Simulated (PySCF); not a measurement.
Run record: geometry optimisation, `CCP(C)C#CPCO`.

Computed with PBE0-D3(BJ)/def2-SVP geometry optimisation, gas phase (PySCF 2.14.0). Start geometry: GFN2-xTB. The command runs a driver script over a list of jobs; the input below is this job's line of settings and its coordinates in Å.

Command:
```bash
OMP_NUM_THREADS=1 python probes_run.py task.json out
```

Input:
```
{"job": {"xc": "PBE0", "basis": "def2-SVP", "d3": "d3bj", "grid": 1, "shake": 0.01, "kind": "geom"}, "charge": 0, "multiplicity": 1}
C     -2.548830     1.122940    -0.023940
C     -2.430600    -0.308010     0.403650
P     -1.098600    -1.178290    -0.563270
C     -1.007510    -2.746200     0.428760
C      0.291300    -0.395870     0.225210
C      1.294700     0.160500     0.638220
P      2.674330     1.031180     1.333260
C      3.218460     1.851370    -0.280760
O      3.374230     0.945110    -1.307320
H     -3.354630     1.640190     0.555120
H     -2.832530     1.208150    -1.075730
H     -1.629420     1.686140     0.138020
H     -3.385110    -0.836200     0.210430
H     -2.217540    -0.357860     1.481940
H     -0.171770    -3.339400     0.140200
H     -0.998160    -2.531040     1.508960
H     -1.932850    -3.316420     0.202650
H      3.538390    -0.043030     1.205560
H      2.471820     2.623800    -0.526590
H      4.148490     2.328240    -0.101120
H      2.524650     0.476970    -1.487310
```

Output:
```
step   0  E = -992.66586953  max force = 0.032774
step   1  E = -992.67229089  max force = 0.006339
step   2  E = -992.67281326  max force = 0.001723
step   3  E = -992.67299625  max force = 0.001454
step   4  E = -992.67309841  max force = 0.001119
step   5  E = -992.67316591  max force = 0.000497
step   6  E = -992.67323870  max force = 0.000505
step   7  E = -992.67329552  max force = 0.000474
step   8  E = -992.67334483  max force = 0.000468
step   9  E = -992.67339415  max force = 0.000742
step  10  E = -992.67342061  max force = 0.000424
step  11  E = -992.67351943  max force = 0.000880
step  12  E = -992.67354002  max force = 0.000576
step  13  E = -992.67359203  max force = 0.000539
step  14  E = -992.67359822  max force = 0.000460
step  15  E = -992.67362378  max force = 0.000294
step  16  E = -992.67362389  max force = 0.000353
optimisation converged
```

Energies in Eh; «max force» is the largest Cartesian gradient component in Eh/bohr.

Task: Give the first gradient maximum in eV/Å.

Result: With 1 Eh/bohr = 51.422 eV/Å, 1.685 eV/Å.

Task: How much energy does the optimisation release, in kJ/mol?

Result: E(step 0) − E(last step) = 0.007754 Eh, which is 20.4 kJ/mol.

In short: final energy -992.67362 Eh after 16 steps; dipole 1.96 D.

Task: Where do the atoms end?

Result: 0.395 Å rms from the input after alignment:
```
atom  x, y, z in Å
C1    -2.8206    1.0695    0.2465
C2    -2.5143   -0.3893    0.5432
P3    -1.1280   -1.0551   -0.5051
C4    -0.8627   -2.7052    0.2869
C5     0.2343   -0.1573    0.1803
C6     1.1913    0.5091    0.5604
P7     2.5042    1.5688    1.0903
C8     3.3706    1.7240   -0.5682
O9     3.5649    0.5395   -1.2621
H10   -3.6672    1.4255    0.8530
H11   -3.0774    1.2197   -0.8136
H12   -1.9540    1.7093    0.4748
H13   -3.3859   -1.0261    0.3129
H14   -2.2737   -0.5384    1.6087
H15    0.0501   -3.1598   -0.1241
H16   -0.7729   -2.6385    1.3812
H17   -1.7135   -3.3536    0.0283
H18    3.3364    0.5382    1.6258
H19    2.7837    2.4742   -1.1373
H20    4.3563    2.1751   -0.3663
H21    2.7090    0.0926   -1.3154
```

Task: How long does this job take on Arm Neoverse V2, one thread, no GPU, shared host? And the peak memory of the process?

Result: About 6.0 min, with 0.88 GiB resident at the peak, the Python interpreter and its libraries included.
Labels such as C1 count atoms from 1, the log's own numbers from 0.
